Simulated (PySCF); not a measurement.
Identify the compound

An unknown has the formula C$_{4}$H$_{11}$ClO$_{2}$Si$_{2}$. Its calculated NMR data are:

¹H NMR (400 MHz, computed): δ 5.31 (d, 2H), 5.20 (s, 2H), 4.47 (t, 1H), 3.77 (s, 3H), 3.71 (s, 3H).

¹³C{¹H} NMR (computed): δ 181.5 (C), 99.4 (CH), 55.3 (CH3), 52.0 (CH3).

Theory: coordinates at the GFN2-xTB level, PBE0/pcSseg-1 with gauge-including orbitals, in PySCF 2.14 (a single conformation, rapidly exchanging positions averaged, non-relativistic Hamiltonian, no solvent).

δ = σ(ref) − σ, references computed at the same level: TMS for ¹H (31.72 ppm) and ¹³C (186.93 ppm).

Q: Propose a structure and justify it.

A: 
1. The formula gives 1 degree of unsaturation (no ring in the answer).
2. 4 carbon signals for 4 carbons: no two carbons are equivalent.
3. Carbon types of the structure: 1 × C, 1 × CH, 2 × CH3, leaving 4 H on heteroatoms.
4. δC 181.5: alkene carbon bearing oxygen; an sp2 carbon further deshielded by the attached heteroatom.
5. δC 99.4: β carbon of an enol-ether or enamine type C=C; the O or N lone pair pushes π density onto this β carbon and shields it.
6. δC 55.3, 52.0: methyl carbon bonded to O; the inductive effect lowers its shielding.
7. δH 5.31: hydrogen on a silicon bonded to C, O.
8. δH 5.20: hydrogen on a silicon bonded to C, Cl.
9. δH 4.47: hydrogen on a β carbon of an enol-ether or enamine type C=C; lone-pair donation from O or N shields it, upfield of ordinary alkene protons.
10. δH 3.77, 3.71: hydrogen on a methyl carbon bonded to O; its carbon carries O, an electronegative neighbour.

These data were computed for SMILES CO[SiH2]/C=C(/OC)[SiH2]Cl.

This is the structure that produced the data.

Shifts are as computed. Against solution values, carbons near 30 ppm lie about +3 ppm off and those near 130 ppm about +5 ppm. Of 1211 compounds with measured shifts, 218 miss one by over three times the rms of a fit or turn the order of signals round; such compounds aren't used in these exercises. Multiplicities follow the n + 1 count of equivalent neighbours, as no J values were calculated; m marks all less simple cases, F and P coupling included.
